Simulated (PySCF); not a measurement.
Problem. Write Cartesian coordinates for `COC1=C[SiH2]C=C[SiH2]1` as optimised with PBE0-D3(BJ)/def2-SVP.

Solution. 
```
atom  x, y, z in Å
C1    -3.0824   -0.2437   -0.2051
O2    -2.0280    0.6807   -0.1458
C3    -0.7579    0.2223   -0.1105
C4    -0.3941   -1.0797   -0.1216
Si5    1.3629   -1.6778   -0.0772
C6     2.5613   -0.2381   -0.0202
C7     2.2058    1.0599   -0.0059
Si8    0.4432    1.6833   -0.0422
H9    -4.0115    0.3394   -0.2276
H10   -3.0216   -0.8672   -1.1141
H11   -3.0895   -0.9059    0.6782
H12   -1.1744   -1.8506   -0.1620
H13    1.5957   -2.5586    1.1137
H14    1.6659   -2.5237   -1.2774
H15    3.6341   -0.4814    0.0047
H16    3.0019    1.8187    0.0298
H17    0.2164    2.5560   -1.2348
H18    0.1467    2.5003    1.1746
```

Orientation and origin are arbitrary. Atoms count from 1 in this order. Si5 (SiH2 silicon) is distorted tetrahedral (angles from 105.8° to 111.0°). Si8 (SiH2 silicon) is tetrahedral (angles from 107.5° to 110.7°). The 4 C–Si bonds span 1.857 Å (C4–Si5, drawn single) to 1.893 Å (C3–Si8, drawn single), a spread of 0.036 Å. Of the pairs four or more bonds apart, C1···H12 is among the closest relative to their van der Waals radii: 2.49 Å, 86 % of the sum of Bondi's values.

Bonds between heavy atoms (Å): C1–O2 1.404, O2–C3 1.351, C3=C4 1.352, C4–Si5 1.857, Si5–C6 1.874, C6=C7 1.346, C7–Si8 1.870, C3–Si8 1.893.

Theory: PySCF, PBE0-D3(BJ)/def2-SVP geometry optimisation, gas phase.

Point group: Cs (every atom within 0.08 Å of its image). No PBE0-D3(BJ)/def2-SVP frequencies stand behind this structure, so it isn't proved a minimum. The numbers are those of one conformer (C1–O2–C3–C4 0°).
